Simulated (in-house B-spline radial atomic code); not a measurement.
## Binding energies in Mo²⁺

NIST's tabulated ground configuration is [Kr] 4d4; each binding energy is the energy of the ion with one electron taken from that subshell, relaxed, less that of the parent. Level of theory: Dirac-Kohn-Sham B3LYP, spherical fractional occupations, Fermi nucleus of rms radius 4.4091 fm; calculated with an all-electron radial atomic-structure program (B-spline basis). Energies include first-order Breit, QED and recoil terms.

Caution: exact exchange at fractional occupations of open shells leaves self-interaction of up to several eV.

| subshell | X-ray name | binding energy (eV) | -ε (eV) | relaxation (eV) |
| --- | --- | --- | --- | --- |
| 1s | K | 20090.5 | 19894.5 | -243.9 |
| 2s | L1 | 2875.8 | 2841.3 | -39.6 |
| 2p1/2 | L2 | 2658.6 | 2614.0 | -49.4 |
| 2p3/2 | L3 | 2555.4 | 2507.2 | -51.5 |
| 3s | M1 | 519.5 | 506.1 | -14.2 |
| 3p1/2 | M2 | 433 | 419.3 | -14.3 |
| 3p3/2 | M3 | 416.5 | 401.6 | -15.3 |
| 3d3/2 | M4 | 264.2 | 248.2 | -16.1 |
| 3d5/2 | M5 | 261.4 | 244.8 | -16.5 |
| 4s | N1 | 93.25 | 86.51 | -6.85 |
| 4p1/2 | N2 | 67.54 | 61.12 | -6.50 |
| 4p3/2 | N3 | 65.36 | 58.54 | -6.86 |
| 4d | N4,5 | 26.53 | 20.76 | -5.76 |

Relaxation = -ε minus the binding energy without Breit, QED and recoil terms. With a density functional, K lines can miss by some tenths of a per cent, more in light atoms. For a density functional the relaxation so defined is negative, because -ε of a Kohn-Sham level is smaller than the binding energy.

Emission lines follow as differences of binding energies, with λ = 12398.42 eV·Å / E:

```csv
line,holes,energy (eV),wavelength (Å)
K-L3,1s → 2p3/2,17535.1,0.70706
K-L2,1s → 2p1/2,17431.9,0.71125
K-M3,1s → 3p3/2,19674.0,0.63019
L3-M5,2p3/2 → 3d5/2,2294.0,5.4047
L2-M4,2p1/2 → 3d3/2,2394.4,5.1781
L1-M3,2s → 3p3/2,2459.3,5.0414
L3-M1,2p3/2 → 3s,2035.9,6.0899
```

Task: What screening constant σ does Moseley's law, E = (3/4)·13.6057 eV·(Z - σ)², need for K-L3?

Result: σ = 0.55.

Moseley's non-relativistic formula needs a falling, then negative, screening constant for heavy elements, because relativity binds the 1s electron more strongly than the formula allows.

Task: What does it cost to remove two 3d3/2 electrons?

Result: 562.55 eV, which is 34.07 eV more than the two single binding energies together.

Task: What does it cost to remove both a 2s and a 4p3/2 electron?

Result: 2959.8 eV, which is 18.6 eV more than the two single binding energies together.

Task: What does it cost to remove two 3p3/2 electrons?

Result: 865.15 eV, which is 32.11 eV more than the two single binding energies together.
